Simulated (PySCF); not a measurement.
## Continuum solvent and chemical shifts

Molfile (atoms numbered from 1):
```
C3HF6P
     RDKit          3D

 11 10  0  0  0  0  0  0  0  0999 V2000
    1.7816    0.1276    1.3106 F   0  0  0  0  0  0  0  0  0  0  0  0
    1.4373   -0.1141    0.0464 C   0  0  0  0  0  0  0  0  0  0  0  0
    2.3165    0.5125   -0.7358 F   0  0  0  0  0  0  0  0  0  0  0  0
    1.5648   -1.4242   -0.1642 F   0  0  0  0  0  0  0  0  0  0  0  0
    0.0259    0.3527   -0.2347 C   0  0  0  0  0  0  0  0  0  0  0  0
   -0.2016    1.7230   -1.1706 P   0  0  0  0  0  0  0  0  0  0  0  0
   -1.0587   -0.5165    0.3637 C   0  0  0  0  0  0  0  0  0  0  0  0
   -1.2309   -1.6199   -0.3639 F   0  0  0  0  0  0  0  0  0  0  0  0
   -0.7384   -0.8938    1.6013 F   0  0  0  0  0  0  0  0  0  0  0  0
   -2.2331    0.1081    0.4255 F   0  0  0  0  0  0  0  0  0  0  0  0
   -1.6283    1.7131   -1.0909 H   0  0  0  0  0  0  0  0  0  0  0  0
  1  2  1  0
  2  3  1  0
  2  4  1  0
  2  5  1  0
  5  6  2  3
  5  7  1  0
  7  8  1  0
  7  9  1  0
  7 10  1  0
  6 11  1  0
M  END
```

GIAO PBE0/pcSseg-1 in PySCF 2.14 on one PBE0-D3(BJ)/def2-SVP conformer, non-relativistic, equivalent nuclei averaged. Solvents enter as an IEF-PCM continuum (chloroform with ε = 4.7, dichloromethane with ε = 8.9) around the gas-phase geometry. Shifts are referred to CFCl3, TMS computed in the same medium.

Gas phase, δ in ppm: F8/F9/F10 -73.6, F1/F3/F4 -73.6, C5 198.6, C2 127.2, C7 124.7, H11 7.52. Dipole moment 2.48 D.

Task: How does each δ change in the continuum?

Result: 
| atoms | environment | Δδ, chloroform | Δδ, dichloromethane |
| --- | --- | --- | --- |
| F8/F9/F10 | fluorine of a CF3 group | +0.7 | +0.9 |
| F1/F3/F4 | fluorine of a CF3 group | +0.3 | +0.3 |
| C5 | carbon double-bonded to a heavier main-group atom | -5.0 | -6.0 |
| C2 | CF3 carbon | +1.1 | +1.3 |
| C7 | CF3 carbon | +1.0 | +1.2 |
| H11 | hydrogen on a phosphorus bonded to C | +0.32 | +0.39 |

Changes are relative to the gas phase. The dipole moment becomes 3.13 D in chloroform, 3.26 D in dichloromethane.

Task: Which of the listed nuclei move most (in ppm), and what does the model miss?

Result: C5 (carbon double-bonded to a heavier main-group atom, -6.0 ppm) in dichloromethane. A continuum only polarises the solute; specific hydrogen bonds, the anisotropy of aromatic solvents and changes of geometry or conformer are outside it.
